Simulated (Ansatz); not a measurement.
`[CH3][GeH]([OH])[BH]O` + H₂ → `[BH2][GeH]([CH3])[OH]` + H₂O  (hydrogenolysis of a B–O bond)

Program: Ansatz. Geometries: PBE0-D4/def2-TZVP. ΔE: electronic, gas phase. CCSD(T)/CBS adds triple-zeta CCSD(T) − MP2 to the extrapolated MP2 energy (def2 sets, frozen cores). This one scheme is used for every species. Functionals use def2-TZVPP. B3LYP here is the variant with VWN-RPA as its local correlation; programs differ in this. For Ge outer-core shells are correlated without core-valence functions, which leaves a few kJ/mol of doubt a bond. Scalar relativity is left out up to krypton. Each species was taken in one conformer, which may not be the lowest.

**Question.** Is it downhill or uphill in electronic energy at CCSD(T)/CBS, and by how much? (Best estimate.)

**Answer.** The calculation gave: Uphill: ΔE = +117.0 kJ/mol.

**Question.** What do these levels give: ωB97X-V, B2PLYP, B3LYP, CCSD/def2-TZVPP, SCS-MP2/def2-QZVPP, MP2/CBS(def2)? (Best estimate.)

**Answer.** Ansatz gave: ωB97X-V 121.0, B2PLYP 122.3, B3LYP 120.7, CCSD/def2-TZVPP 114.3, SCS-MP2/def2-QZVPP 117.8, MP2/CBS(def2) 121.0 kJ/mol.

Largest T1 diagnostic among the species: 0.013.

From PBE to PBE0 (25 % exact exchange), in def2-TZVPP and without D4, ΔE moves by −7.8 kJ/mol. In def2-TZVPP, CCSD(T) changes the Hartree–Fock value by +20.8 kJ/mol (the triples alone add +5.6 kJ/mol) and MP2 by +24.8 kJ/mol.
